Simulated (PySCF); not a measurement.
C3H4ClNSi, SMILES C1=CN=C[Si@@H]1Cl.

Geometry optimised at PBE0-D3(BJ)/def2-SVP. The structure was generated by enumeration; whether it is a known compound was not checked.

Level of theory: TDA-PBE/def2-SVPD (PySCF).

Vertical excitations. 

Computed lowest excited states:
| state | energy (eV) | λ (nm) | f | main pairs |
|---|---|---|---|---|
| S1 | 2.81 | 442 | 0.000 | HOMO→LUMO 99 % |
| S2 | 4.13 | 300 | 0.032 | HOMO−1→LUMO 77 %, HOMO−2→LUMO 15 % |
| S3 | 4.40 | 282 | 0.013 | HOMO−2→LUMO 84 % |
| S4 | 4.83 | 257 | 0.010 | HOMO−3→LUMO 95 % |
| S5 | 5.58 | 222 | 0.003 | HOMO−4→LUMO 97 % |
| S6 | 5.70 | 217 | 0.002 | HOMO→LUMO+1 53 %, HOMO→LUMO+2 45 % |
| S7 | 5.82 | 213 | 0.016 | HOMO→LUMO+2 53 %, HOMO→LUMO+1 41 % |
| S8 | 6.13 | 202 | 0.011 | HOMO−5→LUMO 54 %, HOMO→LUMO+3 23 %, HOMO−1→LUMO+1 12 % |
| S9 | 6.30 | 197 | 0.017 | HOMO→LUMO+3 57 %, HOMO−1→LUMO+1 28 % |
| S10 | 6.31 | 196 | 0.002 | HOMO→LUMO+4 98 % |
| T1 | 2.31 | 537 | 0 | HOMO→LUMO 99 % |
| T2 | 2.65 | 468 | 0 | HOMO−1→LUMO 97 % |
| T3 | 4.11 | 302 | 0 | HOMO−2→LUMO 99 % |
| T4 | 4.62 | 269 | 0 | HOMO−3→LUMO 99 % |
Triplets are in the Tamm–Dancoff approximation.
